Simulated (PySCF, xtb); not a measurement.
C₄H₅Cl₂F, SMILES C=C(F)CC(Cl)Cl.

GFN2-xTB run with xtb at its own geometry gives an orbital gap of 5.21 eV and a dipole moment of 2.56 D.

Coordinates come from a r2SCAN-D4/def2-SVP optimisation. This is a generated structure with no PubChem entry under its InChIKey; it may be hypothetical. The values are those of a single conformer.

### Question
What does PBE0/def2-TZVP (PySCF) give? (Estimate from the structure and the level; the computed values follow.)

### Answer
gap 7.31 eV (levels -7.59 and -0.27 eV), dipole 2.50 D.
